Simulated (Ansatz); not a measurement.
Reaction (formal exchange of groups at the Se–Si bond): `C[SiH2][Se]C` + `[CH3][GeH]([F])[Cl]` → `C[Se][Ge]([CH3])([F])[Cl]` + `C[SiH3]`

Computed with Ansatz on PBE0-D4/def2-TZVP structures; ΔE is electronic, products minus reactants. CCSD(T)/CBS is the MP2 limit (def2-TZVPP, def2-QZVPP) plus CCSD(T) − MP2 in def2-TZVPP, frozen cores. This one scheme is used for every species. Functionals use def2-TZVPP. B3LYP here is the variant with VWN-RPA as its local correlation; programs differ in this. HSE06 is defined as in plane-wave codes. For Ge, Se outer-core shells are correlated without core-valence functions, which leaves a few kJ/mol of doubt a bond. Scalar relativity is left out up to krypton. One conformer a species, not always the lowest.

```csv
level,ΔE (kJ/mol),difference from CCSD(T)/CBS
LDA (SPW92),-0.1,0.4
PBE-D4,-4.3,-3.8
revPBE-D4,-5.4,-4.9
BLYP-D4,-10.4,-9.9
r2SCAN-D4,-2.9,-2.4
B97M-V,0.8,1.3
PBE0-D4,-1.7,-1.2
B3LYP-D4,-7.3,-6.8
r2SCANh-D4,-2.1,-1.6
HSE06-D4,-1.8,-1.3
BHLYP-D4,-5.3,-4.8
CAM-B3LYP-D4,-3.4,-2.9
ωB97X-V,-1.3,-0.8
ωB97M-V,-1.6,-1.1
B2PLYP,-3.5,-3.0
PBE-QIDH,0.0,0.5
PBE,-1.6,-1.1
BLYP,-5.5,-5.0
r2SCAN,-2.1,-1.6
B3LYP,-3.0,-2.5
r2SCANh,-1.2,-0.7
r2SCAN0,0.0,0.5
BHLYP,-0.8,-0.3
CAM-B3LYP,-0.6,-0.1
LC-ωPBE,4.6,5.1
RPA@PBE/def2-TZVPP,-6.1,-5.6
HF/def2-SVP,0.1,0.6
MP2/def2-SVP,-6.6,-6.1
CCSD/def2-SVP,-5.5,-5.0
CCSD(T)/def2-SVP,-7.1,-6.6
HF/def2-TZVPP,1.1,1.6
MP2/def2-TZVPP,-4.5,-4.0
SCS-MP2/def2-TZVPP,-4.3,-3.8
CCSD/def2-TZVPP,-2.6,-2.1
CCSD(T)/def2-TZVPP,-4.2,-3.7
HF/def2-QZVPP,2.4,2.9
MP2/def2-QZVPP,-1.9,-1.4
HF/CBS(def2),2.6,3.1
MP2/CBS(def2),-0.8,-0.3
CCSD/CBS(def2),1.0,1.5
CCSD(T)/CBS,-0.5,0
```

Largest T1 diagnostic among the species: 0.011.

From BLYP to BHLYP (50 % exact exchange), in def2-TZVPP and without D4, ΔE moves by +4.7 kJ/mol. At CCSD(T), def2-SVP lies −6.6 kJ/mol from the extrapolated value and def2-TZVPP −3.7 kJ/mol. In def2-TZVPP, CCSD(T) changes the Hartree–Fock value by −5.3 kJ/mol (the triples alone add −1.5 kJ/mol) and MP2 by −5.6 kJ/mol.
